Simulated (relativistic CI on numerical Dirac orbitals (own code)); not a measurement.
# Hyperfine structure of Nd XLVI, mass number 143

Calculated at this level of theory: Dirac-Coulomb-Breit CI, KLI orbitals optimised for each configuration, QED by a radiative potential, unscaled Slater integrals (own radial code, finite nucleus).

CI space (outside the closed core [Ne]): 3s2 3p3, 3s 3p4, 3s2 3p2 3d, 3p5, 3s 3p3 3d, 3p4 3d, 3s 3p2 3d2, 3s2 3p 3d 4p, 3p4 4s, 3s 3p2 3d 4s, 3p4 4p, 3s2 3p2 4s, 3s2 3p 3d2, 3s2 3d3, 3s 3p 3d3, 3s2 3d2 4s, 3p3 3d2, 3p2 3d3, 3p2 3d2 4s, 3s2 3p 3d 4s, 3s 3p 3d2 4s, 3s2 3d 4s2, 3s 3p2 3d 4p, 3s 3p 3d2 4p, 3p2 3d2 4p, 3s 3p 3d 4s 4p. Double excitations out of closed p, d and f shells are left out; levels of such configurations are missing from the list, as are those of other unlisted configurations, and high levels can miss mixing partners.

Nuclear spin I = 7/2, μ = -1.065 μN, Q = -0.61 b (tables of Stone and Pyykkö). The electronic factors are computed for point nuclear moments, without core polarisation or the Bohr-Weisskopf and QED corrections.

```
            Level   E (eV)  A (GHz)  B (GHz)
  3s2 3p3 2D°_5/2  130.261   -69.44   0.0905
  3s2 3p3 2P°_1/2  141.951   -220.3         
    3s 3p4 4P_5/2  248.369   -138.7    -50.3
  3s2 3p3 2P°_3/2  264.050   -32.68      129
    3s 3p4 2S_1/2  270.416   -594.9         
3s2 3p2 3d 4D_1/2  296.669   -80.32
```

Levels with J = 0, under 50 % of one LS term, or S terms without an open s electron are left out. Small factors come from cancelling terms and can be off by tens of per cent or more.

At this charge energies of transitions that change n are usually good to better than 1 %, and those within a shell (Δn = 0) to a few per cent.

Question: Give the hyperfine levels of 3s2 3p3 2P°_1/2 relative to its centre of gravity.

Answer: With K = F(F + 1) − I(I + 1) − J(J + 1), E = AK/2: F = 3: 495.7, F = 4: -385.5 GHz.

LS names give the leading component of a level, which can be under half, so a name can repeat, a term be missing and a line seem to break the LS rules.
